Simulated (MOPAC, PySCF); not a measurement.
C9H9NSi, SMILES `c1([SiH3])ccc2ccccc2n1`, neutral singlet in the gas phase. 

Cartesian coordinates (Å):
SMILES: [SiH3]c1ccc2ccccc2n1
```xyz
20

Si     3.6085    -0.6104     0.0249
C      1.8130     0.0088    -0.0817
C      1.4599     1.3415    -0.4635
C      0.1227     1.6999    -0.5122
C     -0.8725     0.7381    -0.1822
C     -2.2700     1.0150    -0.2038
C     -3.1860     0.0288     0.1304
C     -2.7419    -1.2721     0.4986
C     -1.3891    -1.5726     0.5294
C     -0.4201    -0.5815     0.1916
N      0.9027    -0.9151     0.2336
H      3.9108    -1.0680     1.4242
H      3.8107    -1.7619    -0.9193
H      4.5583     0.5001    -0.3446
H      2.2484     2.0671    -0.7147
H     -0.1847     2.7176    -0.8029
H     -2.6085     2.0235    -0.4899
H     -4.2641     0.2494     0.1114
H     -3.4828    -2.0427     0.7609
H     -1.0156    -2.5680     0.8101
```
Charge 0, multiplicity 1.

All levels are single points at this geometry (PBE-D3(BJ)/def2-SVP); Pople sets use spherical d functions. Orbital energies aren't observables, and empty levels follow the basis.

```tsv
level	HOMO (eV)	LUMO (eV)	gap (eV)	dipole (D)	vertical IE, Delta-SCF (eV)
PBE-D3(BJ)/def2-TZVP in PySCF	-5.84	-2.71	3.13	2.45	–
B3LYP/3-21G in PySCF	-6.47	-1.62	4.85	2.46	–
B3LYP/LANL2DZ in PySCF	-6.57	-1.83	4.75	2.57	–
M06-2X/6-31G* in PySCF	-7.64	-0.80	6.84	2.34	–
HF/STO-3G in PySCF	-6.45	5.19	11.64	1.56	–
AM1 in MOPAC	-9.03	-0.54	8.50	1.59	–
```
